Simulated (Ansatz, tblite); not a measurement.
Removing an electron: [ICl2]- (ICl2⁻). Charge -1, multiplicity 1. Geometry: r2SCAN-D4/def2-TZVPD. Ansatz, gas phase; energy differences of separate SCF runs; the oxidised species was run as a doublet alone.

```
atom    x (Å)    y (Å)    z (Å)
  I1   0.0000   0.0000  -0.0001
 Cl2   0.0177   1.3774   2.1836
 Cl3  -0.0177  -1.3774  -2.1835
```

In the def2 sets I takes a core potential; there is no spin–orbit coupling. The xTB rows come from tblite. Correlated methods freeze 14 core orbitals; core or outer-core shells of I are correlated, in sets that lack core-valence functions. In CCSD on the charge 0 doublet the largest single amplitude is 0.26, so its Hartree–Fock determinant may place the open shell otherwise than the density functionals do. HOMO above LUMO, or a gap near zero within one spin, warns that the state may not be the lowest or that an electron is smeared out.

```tsv
level	−HOMO (eV)	vertical IE (eV)	−LUMO (eV)	HOMO–LUMO gap (eV)	remarks
GFN1-xTB	6.87	9.60	2.84	4.03	–
GFN2-xTB	6.29	9.07	2.94	3.35	–
HF/def2-TZVPPD	–	4.61	–	–	–
PBE-D4/def2-TZVPD	1.54	4.30	-1.25	2.79	gap within one spin near zero (doublet)
r2SCAN-D4/def2-TZVPD	1.82	4.51	-1.33	3.15	–
PBE0-D4/def2-TZVPD	2.76	4.71	-1.95	4.71	–
MP2/def2-TZVPPD	–	5.04	–	–	–
CCSD/def2-TZVPPD	–	4.96	–	–	–
CCSD(T)/def2-TZVPPD	–	4.82	–	–	–
```

  Raw xTB energy differences between charge states are shifted by several eV; the methods need an empirical correction for them.
